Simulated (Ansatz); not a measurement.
Consider the formal loss of a carbene: `CO[SiH](N)Cl` → `[CH2]` (triplet) + `N[SiH](O)Cl`.

Program: Ansatz. Geometries: PBE0-D4/def2-TZVP. ΔE: electronic, gas phase. CCSD(T)/CBS is the MP2 limit (def2-TZVPP, def2-QZVPP) plus CCSD(T) − MP2 in def2-TZVPP, frozen cores. This one scheme is used for every species. Triplets are unrestricted, without spin–orbit coupling. Each species was taken in one conformer, which may not be the lowest.

| species | SCS-MP2/def2-TZVPP energy (Eh) |
| --- | --- |
| `CO[SiH](N)Cl` | -920.26664 |
| `[CH2]` (triplet) | -39.05647 |
| `N[SiH](O)Cl` | -881.06465 |

Question: Work out ΔE.

Answer: ΔE = (-39.05647) + (-881.06465) − (-920.26664) = 0.14552 Eh = +382.1 kJ/mol. CCSD(T)/CBS gives +377.5 kJ/mol.

Largest T1 diagnostic among the species: 0.011.

The D4 term adds +10.3 kJ/mol with B3LYP and +5.7 kJ/mol with PBE0; it sums over pairs of atoms, weighted by their polarisabilities, and B3LYP, whose exchange is more repulsive, gets the larger term. From PBE to PBE0 (25 % exact exchange), in def2-TZVPP and without D4, ΔE moves by −9.0 kJ/mol.

B3LYP here is the variant with VWN-RPA as its local correlation; programs differ in this.
